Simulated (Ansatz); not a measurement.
Consider the formal exchange of groups at a Ge–O bond: `NB(F)[O][GeH3]` + `CC(C)Cl` → `[Cl][GeH3]` + `CC(C)OB(N)F`.

Calculated with Ansatz (gas phase, PBE0-D4/def2-TZVP geometries, no zero-point term in ΔE). CBS: MP2 limit from def2 TZ/QZ plus the TZ coupled-cluster correction, frozen cores. DFT in def2-TZVPP. B3LYP here is the variant with VWN-RPA as its local correlation; programs differ in this. For Ge outer-core shells are correlated without core-valence functions, which leaves a few kJ/mol of doubt a bond. Scalar relativity is left out up to krypton. Each species was taken in one conformer, which may not be the lowest.

(1) Is it downhill or uphill in electronic energy at CCSD(T)/CBS, and by how much? (An estimate is asked.)

(2) What do these levels give: B3LYP-D4, ωB97X-V, ωB97M-V, B2PLYP, PBE, PBE0, B3LYP, SCS-MP2/def2-TZVPP, CCSD(T)/def2-TZVPP, MP2/def2-QZVPP, HF/CBS(def2), CCSD/CBS(def2)? (Best estimate.)

Largest T1 diagnostic among the species: 0.012.

## Answers

(1) Computed: Downhill: ΔE = -17.1 kJ/mol.

(2) The calculation gave: B3LYP-D4 -22.2, ωB97X-V -23.0, ωB97M-V -23.0, B2PLYP -18.7, PBE -22.7, PBE0 -25.0, B3LYP -22.8, SCS-MP2/def2-TZVPP -13.2, CCSD(T)/def2-TZVPP -17.5, MP2/def2-QZVPP -12.4, HF/CBS(def2) -25.9, CCSD/CBS(def2) -18.9 kJ/mol.

In def2-TZVPP, CCSD(T) changes the Hartree–Fock value by +8.9 kJ/mol (the triples alone add +1.8 kJ/mol) and MP2 by +13.6 kJ/mol.
